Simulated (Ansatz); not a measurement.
**Nudged elastic band run: BCl2H5NP**

The input (input.yaml):

```yaml
crystal:
  periodic: [false, false, false]
  atoms:
    - { symbol: B, position_ang: [0.240828, -0.57626, 0.2248] }
    - { symbol: "N", position_ang: [0.273626, -0.98585, 1.54618] }
    - { symbol: H, position_ang: [-0.554327, -1.260896, 2.05031] }
    - { symbol: H, position_ang: [1.12993, -1.049246, 2.073483] }
    - { symbol: Cl, position_ang: [1.730323, -0.123621, -0.607342] }
    - { symbol: Cl, position_ang: [-1.302727, -0.498524, -0.637056] }
    - { symbol: P, position_ang: [-0.943078, 3.091762, 0.80331] }
    - { symbol: H, position_ang: [-2.308557, 2.711524, 0.677401] }
    - { symbol: H, position_ang: [-1.209656, 4.02612, 1.845902] }
    - { symbol: H, position_ang: [-0.647261, 2.039391, 1.71471] }
basis:
  gaussian: { orbitals: def2-mTZVP }
hamiltonian:
  xc: pbe0
  dispersion: d4
neb:
  order_check: false
  images: 5
  f_tol: 0.05
  max_iterations: 60
  final_atoms:
    - { symbol: B, position_ang: [-0.22200871, 0.57664482, 0.23606331] }
    - { symbol: "N", position_ang: [-0.23871338, -0.08211509, 1.70966327] }
    - { symbol: H, position_ang: [0.02961507, -1.06562521, 1.65348467] }
    - { symbol: H, position_ang: [0.41794498, 0.3925324, 2.3266979] }
    - { symbol: Cl, position_ang: [1.52511891, 0.34798013, -0.32499103] }
    - { symbol: Cl, position_ang: [-1.44143526, -0.43916106, -0.71264744] }
    - { symbol: P, position_ang: [-0.7294955, 2.4766125, 0.25778284] }
    - { symbol: H, position_ang: [-1.8831569, 2.33349857, 1.08893488] }
    - { symbol: H, position_ang: [0.12117522, 2.86303717, 1.33810064] }
    - { symbol: H, position_ang: [-1.16994342, -0.02900423, 2.11860896] }
  initial_path:
    images:
      - { positions_ang: [[0.240828, -0.57626, 0.2248], [0.273626, -0.98585, 1.54618], [-0.554327, -1.260896, 2.05031], [1.12993, -1.049246, 2.073483], [1.730323, -0.123621, -0.607342], [-1.302727, -0.498524, -0.637056], [-0.943078, 3.091762, 0.80331], [-2.308557, 2.711524, 0.677401], [-1.209656, 4.02612, 1.845902], [-0.647261, 2.039391, 1.71471]] }
      - { positions_ang: [[0.16004075, -0.37550341, 0.14326443], [0.18303659, -0.66531795, 1.6572951], [-0.66092547, -0.94384902, 2.16811347], [1.04653, -0.62176215, 2.18730784], [1.68941653, -0.06537463, -0.72234221], [-1.40648172, -0.31564703, -0.74024294], [-0.84332575, 2.72883234, 0.77914111], [-2.18982218, 2.57005815, 0.53766402], [-1.02170215, 3.34844813, 1.94751634], [-0.5476656, 1.71451555, 1.73398084]] }
      - { positions_ang: [[0.0792535, -0.17474681, 0.06172887], [0.09244717, -0.3447859, 1.7684102], [-0.76752393, -0.62680204, 2.28591695], [0.96313001, -0.1942783, 2.30113268], [1.64851006, -0.00712827, -0.83734242], [-1.51023645, -0.13277006, -0.84342988], [-0.74357349, 2.36590268, 0.75497222], [-2.07108736, 2.4285923, 0.39792704], [-0.8337483, 2.67077627, 2.04913067], [-0.44807021, 1.38964011, 1.75325168]] }
      - { positions_ang: [[-0.00153374, 0.02600978, -0.0198067], [0.00185776, -0.02425384, 1.87952531], [-0.8741224, -0.30975505, 2.40372042], [0.87973001, 0.23320556, 2.41495752], [1.60760358, 0.0511181, -0.95234264], [-1.61399117, 0.05010692, -0.94661683], [-0.64382124, 2.00297302, 0.73080334], [-1.95235254, 2.28712645, 0.25819005], [-0.64579445, 1.9931044, 2.15074501], [-0.34847481, 1.06476466, 1.77252252]] }
      - { positions_ang: [[-0.0750254, 0.2095548, 0.06548331], [-0.07833262, -0.04354093, 1.82290463], [-0.57287657, -0.56171177, 2.15364184], [0.72580167, 0.2863145, 2.38553765], [1.58010869, 0.15007211, -0.74322543], [-1.55647253, -0.11298241, -0.86862703], [-0.67237932, 2.16085285, 0.57312984], [-1.92928733, 2.30258382, 0.53510499], [-0.3901379, 2.28308199, 1.87986355], [-0.62229768, 0.70017503, 1.88788466]] }
      - { positions_ang: [[-0.14851705, 0.39309981, 0.15077331], [-0.158523, -0.06282801, 1.76628395], [-0.27163075, -0.81366849, 1.90356325], [0.57187332, 0.33942345, 2.35611777], [1.5526138, 0.24902612, -0.53410823], [-1.4989539, -0.27607173, -0.79063724], [-0.70093741, 2.31873268, 0.41545634], [-1.90622211, 2.3180412, 0.81201993], [-0.13448134, 2.57305958, 1.6089821], [-0.89612055, 0.3355854, 2.00324681]] }
      - { positions_ang: [[-0.22200871, 0.57664482, 0.23606331], [-0.23871338, -0.08211509, 1.70966327], [0.02961507, -1.06562521, 1.65348467], [0.41794498, 0.3925324, 2.3266979], [1.52511891, 0.34798013, -0.32499103], [-1.44143526, -0.43916106, -0.71264744], [-0.7294955, 2.4766125, 0.25778284], [-1.8831569, 2.33349857, 1.08893488], [0.12117522, 2.86303717, 1.33810064], [-1.16994342, -0.02900423, 2.11860896]] }
```

Command:

```bash
$ ansatz run input.yaml --threads 4 --pin off --max-ram 5120MiB --backend cpu --events-out ev --progress --plain --runs-dir out
```

Output, in part (warnings, iteration lines, the closing report on the highest movable image, with atoms numbered from 0):

```
NEB end point (image 0): max|allowed force component| = 1.949e-2 eV/Å (the criterion of neb.relax_end_points is 1.000e-2)
NEB end point (image 6): max|allowed force component| = 2.543e-2 eV/Å (the criterion of neb.relax_end_points is 1.000e-2)
NEB iter   1: max|band force component| = 2.345e1 eV/Å  barrier→ = 6.9708 eV  barrier← = 7.0622 eV  Δτ_max = 0.1986 Å  (186 SCF iters)
NEB iter   2: max|band force component| = 4.396e0 eV/Å  barrier→ = 4.3039 eV  barrier← = 4.3953 eV  Δτ_max = 0.2000 Å  (152 SCF iters)
NEB iter   3: max|band force component| = 6.048e0 eV/Å  barrier→ = 3.2182 eV  barrier← = 3.3096 eV  Δτ_max = 0.1005 Å  (151 SCF iters)
NEB iter   4: max|band force component| = 1.193e0 eV/Å  barrier→ = 2.8686 eV  barrier← = 2.9601 eV  Δτ_max = 0.1998 Å  (141 SCF iters)
NEB iter   5: max|band force component| = 7.370e-1 eV/Å  barrier→ = 2.3846 eV  barrier← = 2.4760 eV  Δτ_max = 0.2000 Å  (145 SCF iters)
NEB iter   6: max|band force component| = 7.599e-1 eV/Å  barrier→ = 2.2063 eV  barrier← = 2.2977 eV  Δτ_max = 0.1006 Å  (145 SCF iters)
NEB iter   7: max|band force component| = 7.500e-1 eV/Å  barrier→ = 2.0550 eV  barrier← = 2.1465 eV  Δτ_max = 0.0997 Å  (143 SCF iters)
NEB iter   8: max|band force component| = 7.598e-1 eV/Å  barrier→ = 1.8988 eV  barrier← = 1.9903 eV  Δτ_max = 0.0502 Å  (143 SCF iters)
NEB iter   9: max|band force component| = 6.840e-1 eV/Å  barrier→ = 1.7669 eV  barrier← = 1.8583 eV  Δτ_max = 0.0500 Å  (142 SCF iters)
NEB iter  10: max|band force component| = 5.110e-1 eV/Å  barrier→ = 1.7343 eV  barrier← = 1.8257 eV  Δτ_max = 0.0501 Å  (143 SCF iters)
NEB iter  11: max|band force component| = 1.167e0 eV/Å  barrier→ = 1.7118 eV  barrier← = 1.8033 eV  CI = image 3  Δτ_max = 0.0502 Å  (144 SCF iters)
NEB iter  12: max|band force component| = 1.290e0 eV/Å  barrier→ = 1.7516 eV  barrier← = 1.8430 eV  CI = image 3  Δτ_max = 0.1009 Å  (145 SCF iters)
NEB iter  13: max|band force component| = 1.278e0 eV/Å  barrier→ = 1.7895 eV  barrier← = 1.8809 eV  CI = image 3  Δτ_max = 0.1990 Å  (139 SCF iters)
NEB iter  14: max|band force component| = 1.271e0 eV/Å  barrier→ = 1.8959 eV  barrier← = 1.9873 eV  CI = image 3  Δτ_max = 0.1992 Å  (139 SCF iters)
NEB iter  15: max|band force component| = 8.099e-1 eV/Å  barrier→ = 2.0738 eV  barrier← = 2.1652 eV  CI = image 3  Δτ_max = 0.1983 Å  (138 SCF iters)
NEB iter  16: max|band force component| = 8.623e-1 eV/Å  barrier→ = 2.1893 eV  barrier← = 2.2808 eV  CI = image 3  Δτ_max = 0.0969 Å  (141 SCF iters)
NEB iter  17: max|band force component| = 6.525e-1 eV/Å  barrier→ = 2.0961 eV  barrier← = 2.1876 eV  CI = image 3  Δτ_max = 0.1642 Å  (145 SCF iters)
NEB iter  18: max|band force component| = 3.052e-1 eV/Å  barrier→ = 2.0031 eV  barrier← = 2.0945 eV  CI = image 3  Δτ_max = 0.1892 Å  (146 SCF iters)
NEB iter  19: max|band force component| = 3.575e-1 eV/Å  barrier→ = 1.9459 eV  barrier← = 2.0373 eV  CI = image 3  Δτ_max = 0.0950 Å  (142 SCF iters)
NEB iter  20: max|band force component| = 3.066e-1 eV/Å  barrier→ = 1.9211 eV  barrier← = 2.0126 eV  CI = image 3  Δτ_max = 0.1481 Å  (142 SCF iters)
NEB iter  21: max|band force component| = 2.173e-1 eV/Å  barrier→ = 1.9124 eV  barrier← = 2.0038 eV  CI = image 3  Δτ_max = 0.0485 Å  (140 SCF iters)
NEB iter  22: max|band force component| = 1.688e-1 eV/Å  barrier→ = 1.9082 eV  barrier← = 1.9997 eV  CI = image 3  Δτ_max = 0.1865 Å  (137 SCF iters)
NEB iter  23: max|band force component| = 3.690e-1 eV/Å  barrier→ = 1.9077 eV  barrier← = 1.9991 eV  CI = image 3  Δτ_max = 0.0709 Å  (135 SCF iters)
NEB iter  24: max|band force component| = 9.976e-2 eV/Å  barrier→ = 1.9046 eV  barrier← = 1.9961 eV  CI = image 3  Δτ_max = 0.0461 Å  (138 SCF iters)
NEB iter  25: max|band force component| = 3.740e-2 eV/Å  barrier→ = 1.9045 eV  barrier← = 1.9960 eV  CI = image 3  Δτ_max = 0.0000 Å  (255 SCF iters)
Total energy: -36570.05415060 eV, -1343.9247019614 hartree
Atom 0 at    -0.069124     0.236577     0.304706 Å, force    -0.037651     0.004016     0.024802 eV/Å
Atom 1 at    -0.139138    -0.251458     1.738343 Å, force     0.023073    -0.012161     0.006401 eV/Å
Atom 2 at    -0.825157    -0.962311     1.955992 Å, force    -0.004684     0.012214    -0.003706 eV/Å
Atom 3 at     0.736935    -0.385898     2.225980 Å, force    -0.006014     0.002190    -0.002079 eV/Å
Atom 4 at     1.612666     0.474564    -0.299207 Å, force     0.013078     0.014782    -0.003757 eV/Å
Atom 5 at    -1.278432    -0.545500    -0.780749 Å, force    -0.009687    -0.011014    -0.012095 eV/Å
Atom 6 at    -0.846814     2.361699     0.436050 Å, force     0.027850     0.002515    -0.003974 eV/Å
Atom 7 at    -2.091232     2.336092     1.127139 Å, force     0.004563    -0.012217     0.002160 eV/Å
Atom 8 at    -0.108810     3.026011     1.456198 Å, force    -0.005401     0.007726    -0.000719 eV/Å
Atom 9 at    -0.581794     1.084625     1.527247 Å, force    -0.005126    -0.008051    -0.007034 eV/Å
Dipole moment:    -0.098978    -0.095669     0.806190 e Å
```

The forces met the threshold. Neighbouring images differ by up to 1.7 eV, so the band resolves the path poorly. A vibrational analysis at the climbing image gives one clearly imaginary mode, 1312i cm⁻¹: a first-order saddle point. The orbitals stay closed-shell, which can raise the energy where a bond breaks towards radicals; this wasn't checked here.

Final band (atoms are numbered from 1 in the order of the input):

| image | path coordinate (Å) | energy (eV) | P7–H10 (Å) | B1–P7 (Å) | N2–H10 (Å) |
| --- | --- | --- | --- | --- | --- |
| 0 | 0.00 | 0.00 | 1.42 | 3.90 | 3.17 |
| 1 | 1.18 | 0.01 | 1.42 | 3.83 | 2.99 |
| 2 | 2.35 | 0.20 | 1.42 | 3.20 | 2.27 |
| 3 | 3.53 | 1.90 | 1.70 | 2.27 | 1.42 |
| 4 | 4.37 | 0.24 | 2.50 | 2.02 | 1.02 |
| 5 | 5.21 | -0.02 | 2.92 | 1.97 | 1.02 |
| 6 | 6.06 | -0.09 | 3.15 | 1.97 | 1.02 |

Run time: 3.1 min on 4 threads of Intel(R) Xeon(R) Platinum 8488C (Sapphire Rapids), with other jobs on the host, peak memory 0.31 GiB.
